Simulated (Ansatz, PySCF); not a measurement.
C2H8ClGeN, SMILES [CH3][Ge]([CH3])([NH2])[Cl]. Atoms are numbered in the order given.

```xyz
13

C     -0.8264    -0.8847    -1.6474
Ge    -0.2862     0.0053     0.0000
C     -0.8264    -0.8847     1.6474
N     -0.9606     1.7104     0.0000
Cl     1.9304     0.0173     0.0000
H     -1.9236    -0.9573    -1.6895
H     -0.4704    -0.3174    -2.5198
H     -0.3929    -1.8942    -1.6874
H     -0.4704    -0.3174     2.5198
H     -1.9236    -0.9573     1.6895
H     -0.3929    -1.8942     1.6874
H     -0.7218     2.2591     0.8248
H     -0.7218     2.2591    -0.8248
```
Charge 0, spin multiplicity 1.

The structure is a stationary point at B3LYP-D3(BJ)/def2-SVP. The values are those of a single conformer.

Vertical ionisation energy (IE) and electron affinity (EA) in eV. Rows of orbital energies are one-electron estimates. Where ΔSCF, EOM or ADC give a negative EA the extra electron is unbound and the value depends on the basis.

```tsv
level	IE	EA
−ε(HOMO), −ε(LUMO), CAM-B3LYP/def2-TZVP (PySCF)	___	___
ΔSCF, PBE0/def2-SVPD (Ansatz), final states of multiplicity 2 and 2	9.77	-1.17
```

Some entries are withheld; supply them. (The exact figures need the calculation; the answer reports its results.)


- −ε(HOMO), −ε(LUMO), CAM-B3LYP/def2-TZVP (PySCF), IE: 9.03
- −ε(HOMO), −ε(LUMO), CAM-B3LYP/def2-TZVP (PySCF), EA: -1.31

What vertical singlet–triplet gap does ΔSCF give with PBE0/def2-SVPD (Ansatz, a program for electronic structure)? (The exact figures need the calculation; the answer reports its results.)

6.17 eV (triplet above singlet where positive).
